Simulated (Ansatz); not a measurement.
Molecule: sum formula SiOBr$_{3}$ (charge 0, doublet). It need not be the lowest isomer of its formula. 
Coordinates optimised at B3LYP-D3(BJ)/def2-TZVP (Ansatz, a first-principles code):
```xyz
5

Si    -0.3820     0.0364    -0.2455
Br    -0.7027    -1.5591     1.2360
Br    -0.0925     1.9475     0.8069
Br     1.2953    -0.4240    -1.6230
O     -1.5194     0.0922    -1.4073
```
Charge 0, spin multiplicity 2.

Dipole moments at this geometry, in debye (magnitudes).

```tsv
level	program	dipole (D)
PBE/def2-TZVPD	Ansatz	1.77
BLYP/def2-TZVPD	Ansatz	1.83
HSE06/def2-TZVPD	Ansatz	?
LC-wPBE/def2-TZVPD	Ansatz	0.98
wB97X-V/def2-TZVPD	Ansatz	1.04
CCSD(T)/def2-SVPD	Ansatz	?
```

Problem. Complete the blanks.

Solution. 
- HSE06/def2-TZVPD, dipole (D): 1.22
- CCSD(T)/def2-SVPD, dipole (D): 1.16
